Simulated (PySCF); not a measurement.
**Identify the compound**

Molecular formula: C7H9Cl. Simulated spectra:

1H NMR (400 MHz, computed): δ 3.41 (m, 1H), 2.51 (m, 1H), 2.51 (m, 1H), 1.94 (m, 1H), 1.88 (m, 1H), 1.67 (m, 1H), 1.37 (d, 3H).

13C{1H} NMR (computed): δ 55.9 (C), 54.5 (CH), 44.8 (CH), 41.3 (CH), 38.6 (CH2), 31.4 (CH), 17.5 (CH3).

Theoretical values (PySCF 2.14): NMR shieldings at PBE0/pcSseg-1/GIAO, geometry from GFN2-xTB. One computed conformer, relativity neglected, one averaged value for each set of equivalent atoms, isolated molecule.

Scale: 1H (σ = 31.72 ppm) and 13C (σ = 186.93 ppm) against TMS (reference shieldings calculated alike).

Q: What is the structure?

A: 
1. The formula gives 3 degrees of unsaturation (3 rings in the answer).
2. 7 carbon signals for 7 carbons: no two carbons are equivalent.
3. Carbon types of the structure: 1 × C, 4 × CH, 1 × CH2, 1 × CH3, which accounts for all hydrogens.
4. δC 55.9, 44.8, 31.4: three-membered-ring carbon.
5. δC 54.5, 41.3: sp3 CH in a ring; aliphatic region, no heteroatom directly attached.
6. δC 38.6: sp3 CH2 in a ring; a saturated carbon with 2 carbon neighbours and no heteroatom attached.
7. δC 17.5: methyl carbon; saturated and bonded to C and H only.
8. δH 3.41, 1.94: hydrogen on a three-membered-ring carbon.
9. δH 2.51, 1.67: hydrogen on an sp3 CH in a ring.
10. δH 1.37: hydrogen on a methyl carbon; far from electronegative atoms and π systems.

These data were computed for `C[C@@H]1[C@H]2C[C@@H]3[C@H]2[C@]13Cl`.

This is the structure that produced the data. Such data don't tell enantiomers apart.

Carbons that carry Cl, above all several Cl atoms, come out too deshielded, partly because spin–orbit coupling is missing. Shifts are as computed. Against solution values, carbons near 30 ppm lie about +3 ppm off and those near 130 ppm about +5 ppm; carbons on Cl a further +6 ppm (rms about the fit 2.1 ppm; single classes can miss by 10 ppm). Of 1328 compounds with measured shifts, 309 miss one by over three times the rms of a fit or turn the order of signals round; such compounds aren't used in these exercises. Signals without a measured value on file couldn't be tested in this way; 1H shifts scatter by 0.2 ppm about their fit, and single ones miss by 0.5 ppm. Multiplicities follow the n + 1 count of equivalent neighbours, as no J values were calculated; m marks all less simple cases, F and P coupling included.
